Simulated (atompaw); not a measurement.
## Cutoff test, boron (B), PAW (atompaw)

boron, PAW, made with atompaw 4.2.0.5 (PBE, scalar-relativistic). Core [He], reference 2s1.5 2p1.5. Waves: 2s (bound): rc 3.00 bohr; 2s channel at -0.35 Ry: rc 1.95 bohr; 2p (bound): rc 3.00 bohr; 2p channel at 0.1 Ry: rc 3.00 bohr. Local part: troulliermartins scheme with l = 2 at 0 Ry, radius 2.70 bohr. Core correction: smooth core density matched at 2.10 bohr. Augmentation charge: sinc compensation charge, radius 2.45 bohr; PAW radius 3.00 bohr; waves and projectors: custom polynom vanderbiltortho.

The pseudo-atom Hamiltonian at the reference potential is diagonalised in spherical Bessel functions j_l(qr) that vanish at 20 bohr, with q² up to the cutoff. All-electron valence levels (Ry): 2s -0.7125, 2p -0.2824.

**Question.** How do the lowest levels (Ry) of each channel move with the cutoff, and are there ghosts?

**Answer.**

```json
{"cutoff (Ry)": "8", "s #1": "-0.7125", "p #1": "-0.2822", "p #2": "0.0268", "d #1": "0.0647", "d #2": "0.1574", "f #1": "0.1123", "f #2": "0.2420", "Σ f·Δε (mRy)": "0.4"}
{"cutoff (Ry)": "10", "s #1": "-0.7125", "p #1": "-0.2823", "p #2": "0.0268", "d #1": "0.0647", "d #2": "0.1574", "f #1": "0.1123", "f #2": "0.2420", "Σ f·Δε (mRy)": "0.3"}
{"cutoff (Ry)": "12", "s #1": "-0.7125", "p #1": "-0.2823", "p #2": "0.0268", "d #1": "0.0647", "d #2": "0.1574", "f #1": "0.1123", "f #2": "0.2420", "Σ f·Δε (mRy)": "0.2"}
{"cutoff (Ry)": "400", "s #1": "-0.7125", "p #1": "-0.2824", "p #2": "0.0268", "d #1": "0.0647", "d #2": "0.1574", "f #1": "0.1123", "f #2": "0.2420", "Σ f·Δε (mRy)": "0.0"}
```

Result: no extra level below or beside the all-electron valence levels (s, p, d, f tested); 10 mRy is reached at 6 Ry and 1 mRy at 8 Ry.
